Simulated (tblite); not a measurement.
**Question.** Write a Z-matrix for InChI=1S/C4H6F3O2/c1-3(2-8)9-4(5,6)7/h3H,2H2,1H3/t3-/m0/s1 as optimised with GFN2-xTB. (Doublet state.)

**Answer.** 
Z-matrix in Å and degrees, rows numbered from 1:
```
C 
C   1  1.5228
C   2  1.5446  1  110.57
O   3  1.2997  2  116.62  1   -58.34
O   2  1.4526  1  112.12  3   117.22
C   5  1.3160  2  117.12  1    83.79
F   6  1.3279  5  109.34  2   176.15
F   6  1.3449  5  114.62  2   -63.96
F   6  1.3473  5  113.69  2    56.73
H   1  1.0863  2  111.81  3   169.05
H   1  1.0875  2  107.60  3    49.03
H   1  1.0876  2  109.90  3   -69.74
H   2  1.0967  1  110.56  3  -120.69
H   3  1.1201  2  109.52  1   174.16
H   3  1.1216  2  108.08  1    67.06
```

The C–O distances run from 1.300 Å (C3–O4, drawn single) to 1.453 Å (C2–O5, drawn single), a spread of 0.153 Å. Of the pairs four or more bonds apart, F9···H13 is among the closest relative to their van der Waals radii: 2.39 Å, 90 % of the sum of Bondi's values. The C–C distances run from 1.523 Å (C1–C2, drawn single) to 1.545 Å (C2–C3, drawn single), a spread of 0.022 Å.

Computed geometry: GFN2-xTB, gas phase. This method treats the open shell by occupation alone, without spin polarisation.

Point group: C1 (no symmetry element, even within 0.4 Å). Its lowest GFN2-xTB frequency is 12 cm⁻¹, too small to tell a flat minimum from a shallow saddle. Torsions: C1–C2–C3–O4 -58°, C1–C2–O5–C6 84°. 2 starts were optimised and ended at 0.00 and 0.06 kcal/mol (GFN2-xTB); the lowest of these is shown.

On Arm Neoverse V2, one thread, shared host, this took 0.72 s of wall time. These figures are those of the optimisation.

One conformer stands for the species.
